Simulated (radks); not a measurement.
Removal energies from neutral krypton, [Kr], by Delta-SCF beside the eigenvalue of the level emptied. Method: scalar-relativistic Kohn-Sham, LDA (Slater exchange, Perdew-Wang correlation), spin-polarised, spherical densities, finite nucleus; Fermi nuclear charge, rms radius of each element as measured or else 0.836 A^(1/3) + 0.57 fm; computed with a radial shooting solver on a logarithmic mesh with Libxc functionals. Open shells are filled with parallel spins first.

| removed from | final configuration | Delta-SCF (eV) | -eigenvalue (eV) |
|---|---|---|---|
| 4p | [Ar] 3d10 4s2 4p5 | 14.247 | 9.390 |
| 4s | [Ar] 3d10 4s1 4p6 | 28.733 | 23.224 |
| 3d | [Ar] 3d9 4s2 4p6 | 93.762 | 81.705 |
| 3p | [Ne] 3s2 3p5 3d10 4s2 4p6 | 207.02 | 194.91 |
